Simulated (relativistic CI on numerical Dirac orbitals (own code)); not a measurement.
Radial parameters of Ta¹³⁺

Calculated at this level of theory: Dirac-Coulomb-Breit CI, KLI orbitals optimised for each configuration, model QED (radiative potential, 1s self-energy scaled to tabulated hydrogen-like ionisation energies), unscaled Slater integrals (own radial code, finite nucleus).

Slater integrals F^k, G^k are unscaled and averaged over j, outside the closed core [Kr]; ζ comes from projecting the Hamiltonian with its Breit term on Σ l·s of the shell.

- 4d¹⁰4f¹²5s²: F^2(4f,4f) = 176560, F^4(4f,4f) = 112530, F^6(4f,4f) = 81477, ζ(4f) = 4600.1 cm⁻¹; <r>(4f) = 0.5643, <r^2>(4f) = 0.3811 (bohr units).
- 4d¹⁰4f¹³5s: ζ(4f) = 4441.2, G^3(4f,5s) = 35969 cm⁻¹; <r>(4f) = 0.5727, <r^2>(4f) = 0.3934, <r>(5s) = 0.9827, <r^2>(5s) = 1.075 (bohr units).
- 4d¹⁰4f¹¹5s²5p: F^2(4f,4f) = 180210, F^4(4f,4f) = 115040, F^6(4f,4f) = 83350, ζ(4f) = 4800.9, F^2(4f,5p) = 76328, G^2(4f,5p) = 29413, G^4(4f,5p) = 25415, ζ(5p) = 75163 cm⁻¹; <r>(4f) = 0.5549, <r^2>(4f) = 0.3674, <r>(5p) = 1.06, <r^2>(5p) = 1.254 (bohr units).

Averages of the first 10 configurations, taken without configuration mixing, which lowers the lowest level and can move excited configurations by several eV; other configurations of the list can lie among them:

```
Configuration  Parity  States  Average energy above the lowest level (eV)
  4d¹⁰4f¹²5s²    even      91                                         3.9
     4d¹⁰4f¹⁴    even       1                                        50.7
   4d¹⁰4f¹³5s     odd      28                                        24.5
4d¹⁰4f¹¹5s²5p    even    2184                                        25.8
 4d¹⁰4f¹²5s5p     odd    1092                                        42.8
   4d¹⁰4f¹³5p    even      84                                        65.7
4d¹⁰4f¹¹5s5p²     odd   10920                                        67.1
 4d¹⁰4f¹²5s5d    even    1820                                       100.4
   4d¹⁰4f¹³5d     odd     140                                       121.0
 4d¹⁰4f¹²5s5g    even    3276                                       195.6
```
